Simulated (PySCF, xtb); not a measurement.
Al(H)(F)(NMe2) (C₂H₇AlFN), SMILES C[N](C)[AlH][F]. One conformer was computed; it need not be the lowest.

Harmonic wavenumbers (cm⁻¹) from xtb with GFN2-xTB at its own minimum, in rising order: 85, 104, 203, 233, 257, 283, 338, 447, 587, 638, 820, 983, 1041, 1089, 1124, 1178, 1260, 1403, 1411, 1468, 1473, 1495, 1503, 1941, 2894, 2898, 2920, 2928, 2967, 2982.

**Question.** What does PBE0-D3(BJ)/def2-SVP (PySCF 2.14.0) give at its own minimum? (An estimate is asked for; the answer gives what the named calculation found.)

**Answer.** 108, 127, 206, 251, 288, 295, 361, 487, 629, 673, 872, 1039, 1091, 1111, 1169, 1260, 1321, 1429, 1450, 1456, 1460, 1479, 1503, 2002, 2985, 2991, 3044, 3053, 3120, 3141. Paired by order, the mean absolute difference is 51 cm⁻¹ and the zero-point energies are 55.7 and 57.8 kcal/mol.
